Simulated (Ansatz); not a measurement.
`C[Se][SnH3]` + `[SiH3][SiH3]` → `[SiH3][SiH2][SnH3]` + `C[SeH]` at 400 K and 1 bar (formal exchange of groups at the Sn–Se bond).

Isolated molecules relaxed with PBE0-D4/def2-TZVP in Ansatz; ΔE leaves out vibrations. CCSD(T)/CBS is the MP2 limit (def2-TZVPP, def2-QZVPP) plus CCSD(T) − MP2 in def2-TZVPP, frozen cores. Elements past krypton have def2 core potentials. For Se, Sn outer-core shells are correlated without core-valence functions, which leaves a few kJ/mol of doubt a bond. Scalar relativity is left out up to krypton.

```
             species  CCSD(T)/CBS energy (Eh)  H − E (kJ/mol)  S (J/(mol·K))
       `C[Se][SnH3]`              -2656.39593           183.1          386.7
      `[SiH3][SiH3]`               -581.74359           152.8          300.2
`[SiH3][SiH2][SnH3]`               -796.96755           200.1          421.9
            `C[SeH]`              -2441.15625           135.4          284.5
```

H − E and S are ideal-gas, rigid-rotor, harmonic terms from PBE0-D4/def2-TZVP. 1 Eh = 2625.50 kJ/mol, R = 8.31446 J/(mol·K).

Q: By hand: ΔE, ΔH, ΔS and ΔG.

A: ΔE = (-796.96755) + (-2441.15625) − (-2656.39593) − (-581.74359) = 0.01572 Eh = 41.3 kJ/mol. Δ(H − E) = 200.1 + 135.4 − 183.1 − 152.8 = -0.4, so ΔH = 40.9 kJ/mol. ΔS = 421.9 + 284.5 − 386.7 − 300.2 = 19.5 J/(mol·K). ΔG = 40.9 − 400 × (19.5)/1000 = 33.1 kJ/mol.

Q: By hand: the equilibrium constant, and the temperature at which ΔG would vanish if ΔH and ΔS stayed fixed.

A: log₁₀ K = −ΔG/(RT ln 10) = -4.3. ΔG = 0 at ΔH/ΔS = 2097 K, though so small a ΔS makes that figure unsure.

ΔH outweighs TΔS. A doubt of 5 kJ/mol in ΔE shifts log₁₀ K by 0.7 here. Modes under 60 cm⁻¹, often nearly free rotors, make the harmonic entropy too high. These are equilibria of isolated gas molecules and say nothing of rates. Largest T1 diagnostic: 0.014 (customary marks: 0.02 for closed shells, 0.045 for open ones).
